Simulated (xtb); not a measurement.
Here is a job for xtb.
```
$ xtb mol.xyz --gfn 2 --opt vtight --json

# file mol.xyz
3

N      0.00865193    -0.00746422    -1.26585091
N     -0.06089607    -0.00635683    -0.05953896
O      0.01343802    -0.00314840     1.17362908
```

### Question
Estimate the total energy at the end of the optimisation that GFN2-xTB run with xtb returns for this input.

### Answer
-19.689868 Ry

### Question
Give the HOMO-LUMO gap at the level GFN2-xTB.

### Answer
6.24 eV

### Question
Estimate the dipole moment that GFN2-xTB returns for this input.

### Answer
0.20 D
